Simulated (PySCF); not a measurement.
## BiN⁺ at ROHF

Computed with ROHF; basis Bi aug-cc-pVDZ-PP with ECP60, N aug-cc-pVDZ; scalar-relativistic core potentials; PySCF 2.14.

```
state                                                                                                             : doublet, unpaired electrons π ↑, a mixture of terms (⟨Lz²⟩ = 2.2)
bond length                                                                                                       : 2.429 Å
harmonic wavenumber                                                                                               : 429 cm⁻¹
force constant                                                                                                    : 1.42 mdyn/Å
rotational constant Be                                                                                            : 0.2177 cm⁻¹
anharmonicity ωexe                                                                                                : 1.73 cm⁻¹
vibration–rotation constant αe                                                                                    : 0.00161 cm⁻¹
bond order (Mayer)                                                                                                : 1.90
dipole moment (positive dipole points towards N; it is taken about the centre of mass and depends on that origin) : -1.92 D
```

Spin–orbit coupling is left out, which matters for elements this heavy, above all for dissociation energies. UHF is strongly spin-contaminated for BiN⁺, so the ROHF reference used there is far from stable. Hartree–Fock leaves out correlation, which carries a large part of most bond energies and some tenths to 1 eV of ionisation energies. The state was picked by a PBE0 search and need not be the measured ground state.
